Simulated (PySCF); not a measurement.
Ligands exchanged one at a time, Sn OCH3-SiH3. Isolated molecules, 0 K electronic values unless said otherwise. One relaxed conformer stands for each flexible species; it need not be the lowest. Strings in code marks are SMILES.

Computed with B3LYP-D3(BJ)/def2-TZVP // PBE0-D4/def2-SVP (PySCF 2.14.0). B3LYP has the VWN-RPA correlation part, as in Gaussian. Excitations are Tamm–Dancoff values on a coarser integration grid. The basis has no diffuse functions, so Rydberg states are missing or too high.

| species | T1 excitation (TDA) (eV) | S1–T1 gap (TDA) (eV) |
|---|---|---|
| 0 of 4 OCH3 replaced by SiH3 (`C[O][Sn]([O]C)([O]C)[O]C`) | – | – |
| 1 of 4 OCH3 replaced by SiH3 (`[SiH3][Sn]([O]C)([O]C)[O]C`) | 4.58 | 0.38 |
| 2 of 4 OCH3 replaced by SiH3 (`[O]([Sn]([SiH3])([O]C)[SiH3])C` (C–O–Sn–Si torsion 45°, Si–Sn–O–C torsion -179°)) | 4.78 | 0.40 |
| 3 of 4 OCH3 replaced by SiH3 | 4.16 | [?] |
| 4 of 4 OCH3 replaced by SiH3 (`[SiH3][Sn]([SiH3])([SiH3])[SiH3]`) | – | – |

Q: Complete the blanks.

A: 
- 3 of 4 OCH3 replaced by SiH3, S1–T1 gap (TDA) (eV): 0.37
